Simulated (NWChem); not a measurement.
System meant: CHFO₃Si; SMILES [SiH]1(F)OC(=O)O1

Input file for NWChem:

```
start job
memory heap 200 mb stack 900 mb global 1100 mb
geometry units angstroms noautoz
  O     -0.376587     2.388196     0.000000
  C     -0.099689     1.232240     0.000000
  O      0.108138     0.393450     1.101843
  Si     0.431095    -0.874240     0.000000
  F     -0.663567    -2.059228     0.000000
  O      0.108138     0.393450    -1.101843
  H      1.782235    -1.473502     0.000000
end
basis spherical
  * library def2-svp
end
dft
  xc b3lyp
  iterations 4
  mulliken
end
task dft energy
```

End of the output:

```
    Atom       Charge   Shell Charges
 -----------   ------   -------------------------------------------------------
    1 O    8     8.11   1.97  0.93  0.64  2.69  1.85  0.03
    2 C    6     5.88   1.96  0.59  0.26  1.74  0.98  0.35
    3 O    8     8.23   1.97  0.94  0.63  2.70  1.96  0.02
    4 Si  14    13.31   2.00  1.92  0.61  0.29  5.81  1.16  0.76  0.76
    5 F    9     9.17   1.98  1.02  0.76  3.21  2.20  0.01
    6 O    8     8.23   1.97  0.94  0.63  2.70  1.96  0.02
    7 H    1     1.08   0.64  0.41  0.03

 center of mass
 --------------
 x =  -0.04279296 y =   0.00995135 z =   0.00000000

 moments of inertia (a.u.)
 ------------------
         919.126669241688          -0.000000000000           0.000000000000
          -0.000000000000         208.164313394335           0.000000000000
           0.000000000000           0.000000000000         849.908585188835

     Multipole analysis of the density
     ---------------------------------

     L   x y z        total         alpha         beta         nuclear
     -   - - -        -----         -----         ----         -------
     0   0 0 0     -0.000000    -27.000000    -27.000000     54.000000

     1   1 0 0      0.770015      0.385008      0.385008     -0.000000
     1   0 1 0      1.282584      0.641292      0.641292     -0.000000
     1   0 0 1      0.000000      0.000000      0.000000      0.000000

     2   2 0 0    -27.198777    -33.383573    -33.383573     39.568369
     2   1 1 0      1.121416     -3.041305     -3.041305      7.204026
     2   1 0 1      0.000000      0.000000      0.000000      0.000000
     2   0 2 0    -33.396915   -210.047960   -210.047960    386.699005
     2   0 1 1      0.000000      0.000000      0.000000      0.000000
     2   0 0 2    -30.462272    -49.914970    -49.914970     69.367667

 ------------------------------------------------------------------------
 dft energy failed                                                                                  0
 ------------------------------------------------------------------------
 ------------------------------------------------------------------------
  current input line :
    20: task dft energy
 ------------------------------------------------------------------------
 ------------------------------------------------------------------------
 This type of error is most commonly associated with calculations not reaching convergence criteria
 ------------------------------------------------------------------------
 For more information see the NWChem manual at https://nwchemgit.github.io

0:dft energy failed:Received an Error in Communication
```

Find the fault in this run and fix the input.

The run did not converge; its last values are not results. Cause: the SCF was allowed too few iterations. This input runs:
```
start job
memory heap 200 mb stack 900 mb global 1100 mb
geometry units angstroms noautoz
  O     -0.376587     2.388196     0.000000
  C     -0.099689     1.232240     0.000000
  O      0.108138     0.393450     1.101843
  Si     0.431095    -0.874240     0.000000
  F     -0.663567    -2.059228     0.000000
  O      0.108138     0.393450    -1.101843
  H      1.782235    -1.473502     0.000000
end
basis spherical
  * library def2-svp
end
dft
  xc b3lyp
  iterations 150
  mulliken
end
task dft energy
```
It converges to -653.48411 Ha (B3LYP/def2-SVP).
